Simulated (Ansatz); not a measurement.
Computed with Ansatz on PBE0-D4/def2-TZVP structures; ΔE is electronic, products minus reactants. CCSD(T)/CBS is the MP2 limit (def2-TZVPP, def2-QZVPP) plus CCSD(T) − MP2 in def2-TZVPP, frozen cores. This one scheme is used for every species. Functionals use def2-TZVPP. Elements past krypton have def2 core potentials. For In outer-core shells are correlated without core-valence functions, which leaves a few kJ/mol of doubt a bond. One conformer a species, not always the lowest.

Consider the ligand exchange at the In–C bond: `[InH2][CH2]N1[SiH2][SiH2]1` + HCl → `[Cl][InH2]` + `CN1[SiH2][SiH2]1`.

`[InH2][CH2]N1[SiH2][SiH2]1`:

```xyz
13

In   -1.603    0.393    1.691
C    -0.733    1.173   -0.145
N     0.241    0.126   -0.425
Si    1.925   -0.222   -0.181
Si    0.403   -1.314   -1.383
H    -2.877   -0.770    1.588
H    -0.807    0.707    3.194
H    -0.237    2.137   -0.018
H    -1.449    1.261   -0.963
H     2.353   -0.563    1.204
H     2.898    0.743   -0.764
H     0.249   -1.158   -2.856
H    -0.363   -2.512   -0.941
```

HCl:

```xyz
2

Cl   -0.195   -0.602   -0.092
H     0.195    0.602    0.092
```

`[Cl][InH2]`:

Cartesian coordinates in Å:
```
Cl -0.758 1.797 0.732
In 0.095 -0.224 -0.091
H 0.778 -0.059 -1.644
H -0.115 -1.514 1.004
```

`CN1[SiH2][SiH2]1`:

```xyz
11

C     1.311    0.890    0.176
N     0.115    0.105    0.007
Si   -1.296   -0.362    0.892
Si   -0.628   -0.943   -1.151
H     1.662    1.277   -0.786
H     1.126    1.748    0.828
H     2.125    0.304    0.617
H    -2.283    0.711    1.198
H    -1.101   -1.197    2.110
H    -1.102   -0.317   -2.417
H     0.072   -2.217   -1.476
```

```csv
level,ΔE (kcal/mol)
BHLYP-D4,-41.9
MP2/def2-SVP,-39.6
```

Question: What does CCSD(T)/CBS give? (Estimate.)

Answer: Ansatz gave: -38.1 kcal/mol. The listed levels differ from it by -3.8, -1.5 kcal/mol.

Question: What do rigid-rotor, harmonic-oscillator terms from PBE0-D4/def2-TZVP frequencies (298.15 K, 1 bar) make of the CCSD(T)/CBS value? (An estimate is asked.)

Answer: Computed: ΔZPE = +3.3 kcal/mol, ΔH = -35.6 kcal/mol, ΔS = 15 J/(mol·K), ΔG = -36.7 kcal/mol. Modes under 50 cm⁻¹ make the entropy rough.

Largest T1 diagnostic among the species: 0.015.

From r2SCAN to r2SCAN0 (25 % exact exchange), in def2-TZVPP and without D4, ΔE moves by −1.2 kcal/mol. The D4 term adds +2.7 kcal/mol with B3LYP and +1.5 kcal/mol with PBE0; it sums over pairs of atoms, weighted by their polarisabilities, and B3LYP, whose exchange is more repulsive, gets the larger term. At CCSD(T), def2-SVP lies −1.4 kcal/mol from the extrapolated value and def2-TZVPP +0.7 kcal/mol.

B3LYP here is the variant with VWN-RPA as its local correlation; programs differ in this.
